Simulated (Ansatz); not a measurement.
Computed with Ansatz on PBE0-D4/def2-TZVP structures; ΔE is electronic, products minus reactants. CCSD(T)/CBS adds triple-zeta CCSD(T) − MP2 to the extrapolated MP2 energy (def2 sets, frozen cores). Functionals use def2-TZVPP. B3LYP here is the variant with VWN-RPA as its local correlation; programs differ in this. HSE06 is defined as in plane-wave codes. For Ge outer-core shells are correlated without core-valence functions, which leaves a few kJ/mol of doubt a bond. Scalar relativity is left out up to krypton. One conformer a species, not always the lowest.

Reaction (redistribution): `B[SiH2][GeH3]` + `FB(S)O[SiH3]` → `BOB(F)S` + `[SiH3][SiH2][GeH3]`

`B[SiH2][GeH3]`:

```xyz
10

B    -1.290    1.271   -0.589
Si   -0.001    0.688    0.802
Ge    0.871   -1.333   -0.156
H    -0.934    1.943   -1.511
H    -2.415    0.866   -0.591
H    -0.598    0.324    2.116
H     1.156    1.598    1.025
H     1.539   -1.051   -1.512
H    -0.250   -2.362   -0.372
H     1.921   -1.944    0.788
```

`FB(S)O[SiH3]`:

Z-matrix (Å, degrees):
```
Si
O 1 1.653
H 1 1.481 2 107.9
H 1 1.485 2 110.1 3 120.4
H 1 1.481 2 107.9 3 -119.3
B 2 1.343 1 138.4 3 -121.3
S 6 1.819 2 122.1 1 -0.0
F 6 1.328 2 118.4 1 180.0
H 7 1.342 6 94.8 2 -180.0
```

`BOB(F)S`:

```xyz
8

B     0.298    1.358   -0.083
O    -0.508    0.426   -0.640
B    -0.736   -0.891   -0.351
F    -1.812   -1.436   -0.893
S     0.292   -1.968    0.669
H     0.347    2.431   -0.606
H     0.932    1.104    0.907
H     1.187   -1.023    0.998
```

`[SiH3][SiH2][GeH3]`:

Z-matrix (Å, degrees):
```
Si
Si 1 2.337
H 1 1.488 2 109.7
H 1 1.488 2 111.3 3 120.4
H 1 1.488 2 109.7 3 -119.2
Ge 2 2.380 1 110.4 3 59.6
H 2 1.490 1 109.9 3 -179.8
H 2 1.490 1 109.9 3 -61.0
H 6 1.538 2 110.2 1 -59.7
H 6 1.538 2 110.2 1 59.6
H 6 1.538 2 111.3 1 179.9
```

(1) Is it downhill or uphill in electronic energy at CCSD(T)/CBS, and by how much? (Best estimate.)

(2) What do these levels give: r2SCANh-D4, BHLYP-D4, BLYP, PBE0, B3LYP, r2SCANh, HSE06, CCSD/def2-TZVPP, CCSD(T)/def2-TZVPP, HF/def2-QZVPP, MP2/CBS(def2), CCSD/CBS(def2)? (An estimate is asked.)

Largest T1 diagnostic among the species: 0.014.

## Answers

(1) Computed: Downhill: ΔE = -48.9 kJ/mol.

(2) The calculation gave: r2SCANh-D4 -52.2, BHLYP-D4 -47.4, BLYP -52.6, PBE0 -58.3, B3LYP -50.9, r2SCANh -52.0, HSE06 -58.4, CCSD/def2-TZVPP -47.2, CCSD(T)/def2-TZVPP -49.8, HF/def2-QZVPP -38.2, MP2/CBS(def2) -46.6, CCSD/CBS(def2) -46.3 kJ/mol.

In def2-TZVPP, CCSD(T) changes the Hartree–Fock value by −10.8 kJ/mol (the triples alone add −2.6 kJ/mol) and MP2 by −8.4 kJ/mol. From PBE to PBE0 (25 % exact exchange), in def2-TZVPP and without D4, ΔE moves by +3.3 kJ/mol. Leaving LDA and LC-ωPBE aside and taking each functional with its dispersion term where it has one, the values, not all of them listed here, spread over 14.6 kJ/mol, from PBE-D4 to BHLYP-D4. LDA lies −6.2 kJ/mol from PBE without D4.
